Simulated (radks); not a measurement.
Species: the molybdenum ion Mo4+. Configuration: [Ar] 3d10 4s1 4p6 4d2 4f1 (not the ground configuration). Calculated with a radial shooting solver on a logarithmic mesh with Libxc functionals: scalar-relativistic Kohn-Sham, PBEsol, spin-polarised, spherical densities, point nucleus; open shells are filled with parallel spins first (spin-orbit coupling, left out, can overturn this in heavy ions).

Radial electron density D(r) = 4 pi r^2 rho(r):

| r (bohr) | D(r) (e/bohr) | spin D(r) |
|---|---|---|
| 0.002797 | 5.050 | 0.00767 |
| 0.003701 | 7.975 | 0.0120 |
| 0.004936 | 12.44 | 0.0186 |
| 0.006531 | 18.54 | 0.0273 |
| 0.008711 | 26.72 | 0.0383 |
| 0.01153 | 36.01 | 0.0492 |
| 0.01525 | 45.11 | 0.0563 |
| 0.02034 | 51.65 | 0.0534 |
| 0.02691 | 52.84 | 0.0360 |
| 0.03561 | 49.07 | 0.00969 |
| 0.0475 | 45.09 | -0.0000151 |
| 0.06284 | 48.32 | 0.0452 |
| 0.08315 | 59.03 | 0.146 |
| 0.1109 | 65.58 | 0.228 |
| 0.1467 | 56.54 | 0.233 |
| 0.1957 | 42.50 | 0.336 |
| 0.259 | 43.57 | 0.644 |
| 0.3426 | 49.92 | 0.655 |
| 0.457 | 38.52 | 0.106 |
| 0.6046 | 18.85 | 0.281 |
| 0.8 | 10.84 | 1.78 |
| 1.067 | 10.22 | 2.92 |
| 1.412 | 6.730 | 2.44 |
| 1.868 | 2.587 | 1.36 |
| 2.491 | 0.7534 | 0.614 |
| 3.297 | 0.2759 | 0.270 |
| 4.397 | 0.08338 | 0.0833 |
| 5.818 | 0.01260 | 0.0126 |
| 7.697 | 0.0006037 | 0.000604 |

D(r) has 3 maxima, at r = 0.0248, 0.109, 0.340 bohr, and minima at 0.0498, 0.221 bohr, inside which lie 2.04, 11.13 electrons.
